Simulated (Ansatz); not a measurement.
The cluster B6N. The state is a doublet with charge 0. Geometry B3LYP-D4/def2-SVP.

```csv
atom,x (Å),y (Å),z (Å)
N1,0.7417,0.5231,-0.1789
B2,-0.8012,0.7096,0.7952
B3,-0.7169,0.7397,-0.7823
B4,0.4938,-0.9551,-0.7192
B5,-0.0795,-0.1299,-1.9615
B6,-0.0207,0.0594,1.9898
B7,0.3829,-0.9467,0.8569
```

At r2SCAN-D4/def2-TZVP, PBE0-D4/def2-TZVP, ωB97X-V/def2-TZVP the charge 0 doublet is spin-contaminated (final ⟨S²⟩ up to 1.00, 0.75 for a pure state). Another isomer (doublet) lies 3.08 eV lower at PBE0-D4/def2-TZVP; other spin states weren't run for this one.

Question: Estimate the α-spin orbital energies around the gap (eV) in Ansatz with PBE-D4/def2-TZVP, r2SCAN-D4/def2-TZVP, PBE0-D4/def2-TZVP, ωB97X-V/def2-TZVP, ωB97M-V/def2-TZVP.

Answer: 
| orbital | PBE-D4/def2-TZVP | r2SCAN-D4/def2-TZVP | PBE0-D4/def2-TZVP | ωB97X-V/def2-TZVP | ωB97M-V/def2-TZVP |
| --- | --- | --- | --- | --- | --- |
| HOMO−9 | -13.53 | -14.08 | -15.37 | -18.20 | -17.93 |
| HOMO−8 | -13.28 | -13.94 | -15.22 | -18.09 | -17.79 |
| HOMO−7 | -11.00 | -11.46 | -12.62 | -15.27 | -15.01 |
| HOMO−6 | -8.60 | -8.91 | -9.93 | -12.42 | -12.23 |
| HOMO−5 | -8.52 | -8.76 | -9.68 | -12.06 | -11.91 |
| HOMO−4 | -8.08 | -8.30 | -9.10 | -11.41 | -11.24 |
| HOMO−3 | -7.79 | -8.04 | -9.00 | -11.23 | -11.07 |
| HOMO−2 | -7.00 | -7.20 | -8.21 | -10.61 | -10.43 |
| HOMO−1 | -6.45 | -6.84 | -7.54 | -9.57 | -9.37 |
| HOMO | -6.21 | -6.41 | -7.23 | -9.36 | -9.01 |
| LUMO | -4.79 | -4.72 | -4.03 | -1.93 | -2.03 |
| LUMO+1 | -2.62 | -2.33 | -1.69 | 0.46 | 0.30 |
| LUMO+2 | -2.55 | -2.21 | -1.54 | 0.67 | 0.47 |
| LUMO+3 | -2.25 | -1.84 | -1.23 | 0.83 | 0.58 |
| LUMO+4 | -1.78 | -1.40 | -0.68 | 1.54 | 1.28 |
| LUMO+5 | -0.59 | -0.18 | 0.40 | 2.47 | 2.23 |
| β HOMO | -6.06 | -6.19 | -6.94 | -8.94 | -8.83 |
| β LUMO | -4.97 | -4.40 | -3.97 | -2.18 | -2.38 |
